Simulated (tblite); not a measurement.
Isomers of C6H18Si4. Level: GFN2-xTB in tblite, geometry and Hessian alike; calculated harmonic values, unscaled, isolated species. This tight-binding method is rough: wavenumbers can miss measured ones by several per cent, in bad cases by 10 to 20. Modes of hydrogen on silicon can be 10 to 20 % off. One conformer each.

Electronic energies: GFN2-xTB at the same geometries; isomer energies are rough at this level and their order can be wrong.

| SMILES | electronic energy, lowest = 0 (kJ/mol) |
| --- | --- |
| C=CC[Si@@H]1[SiH2][SiH2][Si@H]1CCC | 25.5 |
| CC(C)[Si@H]1[SiH2][Si@H](C2CC2)[SiH2]1 | 0.0 |
| C=CC[SiH2][Si]([SiH3])([SiH3])C1CC1 | 4.4 |
| C=CC[Si@@H]1[SiH2][SiH2][Si@@H]1CCC | 27.7 |

Q: How do GFN2-xTB zero-point energies change the relative energies?

A: 
```
                                SMILES  ZPE (kJ/mol)  of it from modes above 1550 cm⁻¹  electronic (kJ/mol)  with ZPE, lowest = 0 (kJ/mol)  lowest mode (cm⁻¹)  rings
CC(C)[Si@H]1[SiH2][Si@H](C2CC2)[SiH2]1         560.0                             293.8                  0.0                           17.2                  23      2
   C=CC[SiH2][Si]([SiH3])([SiH3])C1CC1         538.4                             298.6                  4.4                            0.0                  15      1
    C=CC[Si@@H]1[SiH2][SiH2][Si@H]1CCC         555.2                             303.4                 25.5                           37.8                  23      1
   C=CC[Si@@H]1[SiH2][SiH2][Si@@H]1CCC         555.2                             303.6                 27.7                           40.1                  25      1
```

The zero-point energies span 21.6 kJ/mol, from `C=CC[SiH2][Si]([SiH3])([SiH3])C1CC1` to `CC(C)[Si@H]1[SiH2][Si@H](C2CC2)[SiH2]1`. With it `C=CC[SiH2][Si]([SiH3])([SiH3])C1CC1` becomes the lowest.
